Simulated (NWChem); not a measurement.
BiCl3; SMILES [Cl][Bi]([Cl])[Cl]

All runs: NWChem. Structure relaxed at the PBE0/def2-SVP level. def2 effective core potentials on Bi; no spin-orbit coupling. B3LYP is NWChem's, with the RPA form of VWN correlation. Ions are spin-unrestricted doublets at the neutral geometry; other ion states weren't tried.

```json
[
 {"level": "B3LYP/def2-SVP", "−ε(HOMO) (eV)": "8.26"},
 {"level": "PBE/def2-SVP", "−ε(HOMO) (eV)": "___"},
 {"level": "CAM-B3LYP/def2-SVP", "−ε(HOMO) (eV)": "9.71"},
 {"level": "BHandHLYP/def2-SVP", "−ε(HOMO) (eV)": "9.58"},
 {"level": "LDA (Slater exchange, VWN5)/def2-SVP", "−ε(HOMO) (eV)": "7.45"}
]
```

Q: Fill in the missing entries.

A: 
- PBE/def2-SVP, −ε(HOMO) (eV): 7.33
